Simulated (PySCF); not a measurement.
NMR data simulated for an unnamed compound:

1H NMR (600 MHz, computed): δ 6.91 (m, 1H), 5.45 (m, 2H), 3.56 (s, 1H), 3.50 (d, 1H).

13C{1H} NMR (computed): δ 142.0 (CH), 140.7 (C), 102.9 (CH), 101.7 (CH), 87.0 (C), 85.7 (C).

Single conformer, averaged over atoms made equivalent by symmetry, fast rotation or ring inversion, no relativistic terms, gas phase. NMR shieldings at PBE0/pcSseg-1/GIAO; GFN2-xTB geometry; PySCF.

Shifts are taken against calculated references (same method and geometry level): 1H and 13C vs TMS.

Which of these does the molecule contain: a C≡C triple bond, a non-aromatic C=C double bond, a Si–H bond, an amide, a CH3CH2 unit, an NH or NH2 group?

Answers


- A C≡C triple bond: yes (δC 102.9, 85.7; δH 3.50 (d)).
- A non-aromatic C=C double bond: yes.
- A Si–H bond: yes (δH 5.45 (m)).
- An amide: no.
- A CH3CH2 unit: no.
- An NH or NH2 group: no.

The data belong to `C#C/C=C(/C#C)[SiH2]F`, C6H5FSi; they needn't prove each group on their own.

Carbon signals by region: 4 in the sp2 and nitrile region (100–160 ppm), 2 at 50–100 ppm.

Splittings by 19F in the carbon and heteronuclear signals aren't shown, as no couplings were computed. Shifts are as computed. Against solution values, carbons near 30 ppm lie about +3 ppm off and those near 130 ppm about +5 ppm. Of 1211 compounds with measured shifts, 218 miss one by over three times the rms of a fit or turn the order of signals round; such compounds aren't used in these exercises. No couplings were computed; multiplicities are counted from neighbouring protons, with m where these are inequivalent, close in shift, in a saturated or five-membered ring or joined by F or P, and br s for small geminal =CH2 splittings.
